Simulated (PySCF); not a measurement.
## `C(=C)(C)[C@@H]1C=CC[Se]1`, C$_{7}$H$_{10}$Se

Molfile (atoms numbered from 1):
```
C7H10Se
     RDKit          3D

 18 18  0  0  0  0  0  0  0  0999 V2000
   -1.5857    0.8828    0.3044 C   0  0  0  0  0  0  0  0  0  0  0  0
   -1.2428   -0.0170   -0.6062 C   0  0  0  0  0  0  0  0  0  0  0  0
   -2.1015   -0.3555   -1.7840 C   0  0  0  0  0  0  0  0  0  0  0  0
    0.0638   -0.7462   -0.5638 C   0  0  2  0  0  0  0  0  0  0  0  0
    0.7778   -0.6920    0.7460 C   0  0  0  0  0  0  0  0  0  0  0  0
    1.9223   -0.0422    0.8456 C   0  0  0  0  0  0  0  0  0  0  0  0
    2.4947    0.6210   -0.3601 C   0  0  0  0  0  0  0  0  0  0  0  0
    1.3593    0.0790   -1.8755 Se  0  0  0  0  0  2  0  0  0  0  0  0
   -0.9485    1.1234    1.1383 H   0  0  0  0  0  0  0  0  0  0  0  0
   -2.5243    1.4073    0.2501 H   0  0  0  0  0  0  0  0  0  0  0  0
   -1.5167   -0.2482   -2.7005 H   0  0  0  0  0  0  0  0  0  0  0  0
   -2.9690    0.2959   -1.8384 H   0  0  0  0  0  0  0  0  0  0  0  0
   -2.4399   -1.3898   -1.7242 H   0  0  0  0  0  0  0  0  0  0  0  0
   -0.0787   -1.7801   -0.8973 H   0  0  0  0  0  0  0  0  0  0  0  0
    0.3049   -1.1876    1.5807 H   0  0  0  0  0  0  0  0  0  0  0  0
    2.4763    0.0433    1.7687 H   0  0  0  0  0  0  0  0  0  0  0  0
    3.5200    0.3019   -0.5578 H   0  0  0  0  0  0  0  0  0  0  0  0
    2.4794    1.7101   -0.2670 H   0  0  0  0  0  0  0  0  0  0  0  0
  1  2  2  0
  2  3  1  0
  2  4  1  0
  4  5  1  0
  5  6  2  0
  6  7  1  0
  7  8  1  0
  8  4  1  0
  1  9  1  0
  1 10  1  0
  3 11  1  0
  3 12  1  0
  3 13  1  0
  4 14  1  6
  5 15  1  0
  6 16  1  0
  7 17  1  0
  7 18  1  0
M  END
```

Level of theory: GIAO B3LYP/pcSseg-1 magnetisability, rotational g tensor and spin-rotation constants, non-relativistic, gas phase (PySCF). Geometry: GFN2-xTB.

The calculation is non-relativistic, which matters for the atoms heavier than Zn.

(1) What are the magnetisability and the molar susceptibility?

(2) Split it along the inertial axes a, b, c into diamagnetic and paramagnetic parts about the centre of mass, with the quadrupole moment.

(3) And the rotational g tensor?

Answers

(1) Isotropic -1507 × 10⁻³⁰ J/T², or -90.7 × 10⁻⁶ cm³/mol; principal values -1621, -1507, -1393 × 10⁻³⁰ J/T², anisotropy 198 × 10⁻³⁰ J/T² (root of half the summed squared differences of the principal values). The susceptibility is in cgs units.

(2) 
| axis | χ (10⁻⁶ cm³/mol) | diamagnetic (10⁻⁶ cm³/mol) | paramagnetic (10⁻⁶ cm³/mol) | summed x² of all electrons (Å²) | quadrupole Θ (D Å) |
| --- | --- | --- | --- | --- | --- |
| a | -90.5 | -685.6 | 595.1 | 213.2 | +2.97 |
| b | -85.5 | -1073.3 | 987.7 | 121.8 | +0.09 |
| c | -96.1 | -1421.4 | 1325.3 | 39.8 | -3.06 |

Anisotropies 2χaa − χbb − χcc = +0.6 and 2χbb − χaa − χcc = +15.6 × 10⁻⁶ cm³/mol. Θ is traceless in Buckingham's convention.

(3) 
| axis | rotational constant (GHz) | g | nuclear part | electronic part |
| --- | --- | --- | --- | --- |
| a | 2.1063 | -0.0184 | 0.5704 | -0.5889 |
| b | 1.2701 | -0.0131 | 0.5763 | -0.5894 |
| c | 0.9087 | -0.0041 | 0.5617 | -0.5658 |

Asymmetric top; isotopes 12C, 1H, 80Se; no vibrational averaging.
